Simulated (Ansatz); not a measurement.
The cluster AsP₃⁻. Charge -1, multiplicity 2. Geometry r2SCAN-D4/def2-SVP, that of the neutral singlet; atoms count from 1.

Cartesian coordinates in Å:
```
P -0.394 -1.310 0.022
P 1.273 0.071 0.496
P -0.822 0.706 0.835
As -0.058 0.533 -1.353
```

The highest occupied level of the charge -1 doublet lies above zero (up to 1.89 eV). By energy differences it is unbound by 0.47 eV (vertical, to the charge 0 singlet, at PBE0-D4/def2-TZVPD) and held by the finite basis. The structure comes from a short search, and lower isomers may exist.

**Question.** Estimate the Mulliken populations from the PBE0/def2-TZVPD orbitals of Ansatz.

**Answer.** 
```json
{"atom": "P1", "charge (e)": "-0.34", "spin (α − β)": "0.44"}
{"atom": "P2", "charge (e)": "-0.13", "spin (α − β)": "-0.03"}
{"atom": "P3", "charge (e)": "-0.13", "spin (α − β)": "-0.03"}
{"atom": "As4", "charge (e)": "-0.40", "spin (α − β)": "0.61"}
```
Mulliken values and Mayer orders depend strongly on the basis. With diffuse functions, as here, like atoms can get unlike values, and bond orders can come out too low or too high.

**Question.** Where does the spin sit?

**Answer.** Summed by element: P 0.39, As 0.61, of 1 unpaired in all. Largest on single atoms: As4 0.61, P1 0.44, P2 -0.03.

**Question.** And the Mayer bond orders between bonded heavy atoms (over 0.3)?

**Answer.** P1–P2 1.03 (2.22 Å); P1–P3 1.03 (2.22 Å); P1–As4 1.35 (2.32 Å); P2–P3 1.05 (2.22 Å); P2–As4 1.03 (2.32 Å); P3–As4 1.03 (2.32 Å).
